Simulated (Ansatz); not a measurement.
Ansatz (a first-principles code) input file for C₂H₇BFNO, SMILES CCNB(O)F, PBE/def2-SVPD. Geometry optimised at PBE-D3(BJ)/def2-SVP. This is a generated structure with no PubChem entry under its InChIKey; it may be hypothetical. Other conformers were not sampled.

Ansatz 0.2 input:
```yaml
crystal:
  periodic: [false, false, false]
  atoms:
    - {symbol: C, position_ang: [-2.47246842, -0.47630646, 0.15712880]}
    - {symbol: C, position_ang: [-1.36509698, 0.52730946, 0.48810106]}
    - {symbol: N, position_ang: [-0.25498706, 0.49353955, -0.44657417]}
    - {symbol: B, position_ang: [1.04591099, 0.01299328, -0.18397932]}
    - {symbol: O, position_ang: [1.99673724, -0.01659567, -1.17724958]}
    - {symbol: F, position_ang: [1.36406139, -0.41895710, 1.06611386]}
    - {symbol: H, position_ang: [-2.08031253, -1.51345668, 0.16867960]}
    - {symbol: H, position_ang: [-2.89700781, -0.28825384, -0.85155139]}
    - {symbol: H, position_ang: [-3.30445861, -0.40964430, 0.88796383]}
    - {symbol: H, position_ang: [-0.95727594, 0.31760855, 1.49748715]}
    - {symbol: H, position_ang: [-1.79731304, 1.55359074, 0.53621975]}
    - {symbol: H, position_ang: [-0.47277484, 0.78331575, -1.40154238]}
    - {symbol: H, position_ang: [2.83943943, -0.36554219, -0.83974783]}
basis:
  gaussian:
    orbitals: def2-SVPD
hamiltonian:
  xc: {name: PBE}
```

Log of the run:

```
WARN ansatz: RAYON_NUM_THREADS=2 ignored (pool sized by the plan → 2); use --threads N
Functional definition: PBE
integrals: 0.11 GiB planned
1490 factors; their error is unknown
mean field: 0.81 GiB planned
mean field evaluation 1: about -9091.1348 eV, gradient 8.6e1 eV
mean field evaluation 2: about -9053.8716 eV, gradient 1.5e2 eV
mean field evaluation 4: about -9105.8912 eV, gradient 1.3e1 eV
mean field evaluation 8: about -9106.1702 eV, gradient 2.3e-1 eV
mean field evaluation 16: about -9106.0950 eV, gradient 7.5e-4 eV
mean field -9106.09498753 eV, -334.6428184590 hartree, gradient 6.6e-5 eV, S^2 0.000000; 0 other end points of the search recorded, 0 dependent functions left out
reference -9106.09504170 eV, -334.6428204497 hartree; 24, 24 occupied and 158, 158 virtual orbitals, 1490 factors
Total energy: -9106.09504170 eV, -334.6428204497 hartree
```

The run converged.
